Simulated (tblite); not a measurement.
Compound: C7H15P.
Atom-mapped SMILES: `[CH3:1][CH:2]([CH3:3])[CH2:4][P:5]1[CH2:6][C@H:7]1[CH3:8]` (hydrogens: H9, H10, H11 on C1; H12 on C2; H13, H14, H15 on C3; H16, H17 on C4; H18, H19 on C6; H20 on C7; H21, H22, H23 on C8)

Geometry (GFN2-xTB, Å), atoms numbered from 1 in this order:
```
atom  x, y, z in Å
C1    -1.422    1.371   -0.424
C2    -1.773   -0.110   -0.517
C3    -3.101   -0.392    0.182
C4    -0.663   -0.967    0.093
P5     0.940   -0.825   -0.862
C6     2.115   -1.352    0.460
C7     1.960    0.141    0.350
C8     3.126    0.951   -0.157
H9    -2.194    1.979   -0.891
H10   -1.327    1.676    0.616
H11   -0.477    1.566   -0.930
H12   -1.871   -0.377   -1.576
H13   -3.898    0.203   -0.258
H14   -3.033   -0.144    1.240
H15   -3.369   -1.443    0.093
H16   -0.507   -0.694    1.141
H17   -0.959   -2.021    0.056
H18    3.055   -1.769    0.123
H19    1.712   -1.854    1.331
H20    1.413    0.625    1.155
H21    3.871    1.076    0.630
H22    3.598    0.450   -1.000
H23    2.800    1.937   -0.480
```

Method: GFN2-xTB as coded in tblite; computed harmonic values from a numerical Hessian at the method's own geometry, unscaled. This tight-binding method is rough: wavenumbers can miss measured ones by several per cent, in bad cases by 10 to 20. One conformer, not necessarily the lowest.

Harmonic wavenumbers (cm⁻¹): 48.6, 61.0, 124.7, 179.7, 200.6, 212.5, 235.1, 249.6, 262.2, 352.1, 376.4, 423.9, 437.3, 658.3, 691.2, 730.4, 810.3, 829.0, 878.6, 887.2, 947.0, 951.8, 974.1, 985.8, 987.9, 997.0, 1056.5, 1078.3, 1133.1, 1151.8, 1172.6, 1183.9, 1213.2, 1231.7, 1317.0, 1323.1, 1333.5, 1405.9, 1409.8, 1417.7, 1419.6, 1443.7, 1490.7, 1493.2, 1494.7, 1498.2, 1504.9, 1507.4, 2920.5, 2929.7, 2939.0, 2991.1, 2994.0, 3013.9, 3020.5, 3021.1, 3025.4, 3028.0, 3029.1, 3035.0, 3037.6, 3041.5, 3058.7.

A = 3324, B = 905.8, C = 801.7 MHz; mass 130.091 u (most abundant isotopes); point group C1, symmetry number 1.

**Question.** What is the zero-point energy?

**Answer.** ½Σν̃ = 44429 cm⁻¹ = 531.49 kJ/mol.

**Question.** What is S at 350 K and 1 bar for an ideal gas of classical rigid rotors and harmonic oscillators?

**Answer.** Translation 172.90, rotation 124.50, vibration 153.30: S = 450.7 J/(mol K).

**Question.** And Cp and H(350 K) − H(0)?

**Answer.** Cp = 197.52 J/(mol K), of which vibrations give 164.27 (their classical limit is 63 R = 523.8); H(350 K) − H(0) = 40.15 kJ/mol without the zero-point energy, 28.50 from vibrations.

**Question.** How do the functions run with temperature in this model?

**Answer.** 
```json
{"T (K)": "150", "S (J/(mol K))": "329.2", "Cp (J/(mol K))": "105.3", "H − H(0) (kJ/mol)": "10.19", "G − H(0) (kJ/mol)": "-39.19", "ln q(vib)": "3.05"}
{"T (K)": "250", "S (J/(mol K))": "393.0", "Cp (J/(mol K))": "148.8", "H − H(0) (kJ/mol)": "22.85", "G − H(0) (kJ/mol)": "-75.39", "ln q(vib)": "5.85"}
{"T (K)": "298.15", "S (J/(mol K))": "421.1", "Cp (J/(mol K))": "171.9", "H − H(0) (kJ/mol)": "30.57", "G − H(0) (kJ/mol)": "-95.00", "ln q(vib)": "7.19"}
{"T (K)": "400", "S (J/(mol K))": "478.7", "Cp (J/(mol K))": "221.6", "H − H(0) (kJ/mol)": "50.63", "G − H(0) (kJ/mol)": "-140.84", "ln q(vib)": "10.04"}
{"T (K)": "600", "S (J/(mol K))": "584.7", "Cp (J/(mol K))": "302.2", "H − H(0) (kJ/mol)": "103.45", "G − H(0) (kJ/mol)": "-247.34", "ln q(vib)": "15.65"}
{"T (K)": "900", "S (J/(mol K))": "723.7", "Cp (J/(mol K))": "382.7", "H − H(0) (kJ/mol)": "207.14", "G − H(0) (kJ/mol)": "-444.18", "ln q(vib)": "23.81"}
```

q(vib) and H(0) count from the zero-point level.

**Question.** Which modes carry the vibrational entropy at 350 K?

**Answer.** 48.6 cm⁻¹: 21.72; 61.0 cm⁻¹: 19.84; 124.7 cm⁻¹: 13.96; 179.7 cm⁻¹: 11.02; 200.6 cm⁻¹: 10.15; 212.5 cm⁻¹: 9.70 J/(mol K); the other 57 give 66.92 together.

**Question.** What must be added to the electronic energy to get the Gibbs energy at 350 K and 1 bar?

**Answer.** ZPE + [H(350 K) − H(0)] − T·S = 531.49 + 40.15 − 157.75 = 413.89 kJ/mol.

**Question.** Blend soft modes into free rotors: weight 1/[1 + (100 cm⁻¹/ν̃)⁴] for the oscillator and the rest for a rotor with moment μB/(μ + B), μ = h/(8π²ν), B = 10⁻⁴⁴ kg m². What vibrational entropy results?

**Answer.** 142.26 J/(mol K) in place of 153.30, which changes −T·S at 350 K by +3.86 kJ/mol.

Hindered rotation and anharmonicity are outside this model. Other conformers, if any are populated, would add a mixing term that is left out. The structure is chiral; the term R ln 2 for an equal mix with its mirror image is left out.
